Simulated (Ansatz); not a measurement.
`BBC=C` and `C=CBC=C` differ in one atom or group.

Ansatz, PBE0-D4/def2-TZVP geometries, multiplicity 1. Each molecule was computed in one conformer, which needn't be the lowest.

```
                                          property  `BBC=C`
                 LUMO energy (PBE/def2-TZVPP) / eV    -2.89
                HOMO energy (PBE0/def2-TZVPP) / eV    -8.13
size of the dipole moment (ωB97M-V/def2-TZVPP) / D     1.24
    size of the dipole moment (PBE/def2-TZVPP) / D     1.33
              HOMO–LUMO gap (PBE0/def2-TZVPP) / eV     6.22
             HOMO–LUMO gap (B3LYP/def2-TZVPP) / eV     5.85
```

(1) What does the change do to each property? (An estimate is asked.)

## Answers

(1) Computed: 
| property | `C=CBC=C` | shift |
| --- | --- | --- |
| LUMO energy (PBE/def2-TZVPP) / eV | -3.05 | -0.16 |
| HOMO energy (PBE0/def2-TZVPP) / eV | -7.85 | 0.28 |
| size of the dipole moment (ωB97M-V/def2-TZVPP) / D | 0.33 | -0.91 |
| size of the dipole moment (PBE/def2-TZVPP) / D | 0.43 | -0.90 |
| HOMO–LUMO gap (PBE0/def2-TZVPP) / eV | 5.73 | -0.49 |
| HOMO–LUMO gap (B3LYP/def2-TZVPP) / eV | 5.31 | -0.54 |

With PBE0 the HOMO rises by 0.28 eV and the LUMO falls by 0.21 eV, so the gap narrows by about 0.49 eV. PBE moves the HOMO by -0.07 eV and ωB97M-V by 0.42 eV. Dipoles are sizes alone; their direction can turn.

B3LYP here is the variant with VWN-RPA as its local correlation; programs differ in this.
